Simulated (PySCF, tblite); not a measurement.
Potential energy surface of BaF₂, singlet: symmetric bend, bond length relaxed. Scanned: F-Ba-F angle. Other coordinates (Ba-F bond length) were minimised at PBE0/def2-TZVP.

Cartesian coordinates as functions of the variables (Å; names that start with a are angles):
```
Ba  0  0  0
F  r*sin(a/2)  0  r*cos(a/2)
F  -r*sin(a/2)  0  r*cos(a/2)
```

Computed with: CCSD on RHF/def2-TZVP, 2 core orbitals frozen, def2 effective core potentials past Kr (PySCF); GFN2-xTB, 300 K electronic temperature (tblite); RHF/def2-TZVP, def2 effective core potentials past Kr (PySCF); B3LYP/def2-TZVP, def2 effective core potentials past Kr (PySCF); PBE0/def2-TZVP, def2 effective core potentials past Kr (PySCF); CCSD(T) on RHF/def2-TZVP, 2 core orbitals frozen, def2 effective core potentials past Kr (PySCF).

Energies in kcal/mol, each method relative to its own lowest point.

```json
[
 {"a / °": "180", "CCSD": "5.23", "GFN2-xTB": "12.69", "RHF": "4.12", "B3LYP": "6.17", "PBE0": "6.73", "CCSD(T)": "5.56"},
 {"a / °": "170", "CCSD": "4.83", "GFN2-xTB": "12.20", "RHF": "3.79", "B3LYP": "5.73", "PBE0": "6.26", "CCSD(T)": "5.14"},
 {"a / °": "160", "CCSD": "3.79", "GFN2-xTB": "10.81", "RHF": "2.92", "B3LYP": "4.60", "PBE0": "5.04", "CCSD(T)": "4.05"},
 {"a / °": "150", "CCSD": "2.42", "GFN2-xTB": "8.77", "RHF": "1.76", "B3LYP": "3.07", "PBE0": "3.40", "CCSD(T)": "2.61"},
 {"a / °": "140", "CCSD": "1.11", "GFN2-xTB": "6.40", "RHF": "0.67", "B3LYP": "1.57", "PBE0": "1.78", "CCSD(T)": "1.23"},
 {"a / °": "130", "CCSD": "0.21", "GFN2-xTB": "4.02", "RHF": "0.00", "B3LYP": "0.46", "PBE0": "0.54", "CCSD(T)": "0.27"},
 {"a / °": "120", "CCSD": "0.00", "GFN2-xTB": "2.00", "RHF": "0.04", "B3LYP": "0.00", "PBE0": "0.00", "CCSD(T)": "0.00"},
 {"a / °": "110", "CCSD": "0.71", "GFN2-xTB": "0.60", "RHF": "1.02", "B3LYP": "0.44", "PBE0": "0.42", "CCSD(T)": "0.65"},
 {"a / °": "100", "CCSD": "2.61", "GFN2-xTB": "0.00", "RHF": "3.22", "B3LYP": "2.00", "PBE0": "1.97", "CCSD(T)": "2.46"},
 {"a / °": "90", "CCSD": "5.95", "GFN2-xTB": "0.41", "RHF": "6.92", "B3LYP": "5.01", "PBE0": "4.90", "CCSD(T)": "5.70"},
 {"a / °": "80", "CCSD": "11.18", "GFN2-xTB": "2.25", "RHF": "12.58", "B3LYP": "9.87", "PBE0": "9.70", "CCSD(T)": "10.80"}
]
```
